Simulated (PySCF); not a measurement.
## Dipole moment and polarisability of `C#CB1CC[C@H](C#C)C1`

Species: C8H9B.
Structure used (PBE0-D3(BJ)/def2-SVP), in Å, numbered top down from 1:
```
atom  x, y, z in Å
C1    -3.670    1.147    0.014
C2    -2.514    0.796   -0.146
B3    -1.071    0.358   -0.344
C4    -0.546   -1.125   -0.414
C5     0.975   -0.990   -0.296
C6     1.309    0.366   -0.951
C7     2.654    0.849   -0.662
C8     3.769    1.249   -0.406
C9     0.171    1.310   -0.508
H10   -4.689    1.461    0.156
H11   -1.011   -1.842    0.279
H12   -0.826   -1.468   -1.432
H13    1.271   -0.951    0.766
H14    1.541   -1.815   -0.755
H15    1.232    0.237   -2.047
H16    4.759    1.604   -0.190
H17    0.381    1.687    0.514
H18    0.044    2.203   -1.137
```

Level: CAM-B3LYP/def2-SVPD (PySCF), static field, nuclei fixed, core orbitals frozen in the response. The polarisability tensor in these axes (au):

```
x   146.39  -0.22  -2.62
y    -0.22  90.55   1.90
z    -2.62   1.90  74.56
```

Q: Diagonalise the tensor; give its mean and Δα, where Δα² is half the sum of the squared differences of the eigenvalues.

A: Principal values 74.25, 90.77 and 146.49 au; mean 103.83 au = 15.39 Å³ = 17.12 × 10⁻⁴⁰ C²·m²/J; Δα = 65.56 au (63 % of the mean).

Q: What is the dipole moment, and where does it point?

A: (-1.07, -0.22, -0.03) D, 1.09 D in size, pointing from the negative to the positive side. Measured along this direction, the outermost atoms are H16 at the negative end and H10 at the positive end.

Q: What molar refraction does this α imply?

A: Lorentz–Lorenz: R = (4π/3)N_A α = 2.5225 cm³/(mol·Å³) × 15.39 Å³ = 38.8 cm³/mol, in the limit of long wavelengths.

Q: Find the Langevin capture rate constant for H3+ (3.023 u) meeting this molecule (116.080 u), k = 2.342 × 10⁻⁹ cm³/s × √(α in Å³ / reduced mass in u).

A: The reduced mass is 2.95 u, so k = 5.35 × 10⁻⁹ cm³/s. The formula leaves out the permanent dipole, which adds to the capture rate.

Q: How large is μ²/3kT at 298 K beside α?

A: In Gaussian units μ²/3kT = 9.62 Å³ against 15.39 Å³, a ratio of 0.63; the Debye molar polarisation (4π/3)N_A(α + μ²/3kT) is 63.1 cm³/mol, leaving out the vibrational part.

Q: Traceless (Buckingham) quadrupole moment about the centre of nuclear charge: eigenvalues?

A: -4.54, -1.59, 6.12 D·Å. The values depend on the origin, since the dipole doesn't vanish. The electronic extent ⟨r²⟩ about the same centre is 1527 bohr², a root-mean-square distance of 2.63 Å for the 62 electrons.

One conformer (not necessarily the lowest) at the PBE0-D3(BJ)/def2-SVP geometry, without solvent, vibrations or thermal averaging.

These values come from a run that also computed excited states and ΔSCF ions. Time: 14 min (with the writing of density and orbital grids); peak memory 1.3 GiB. Hardware: one thread, Arm Neoverse N1 (aarch64), shared host.
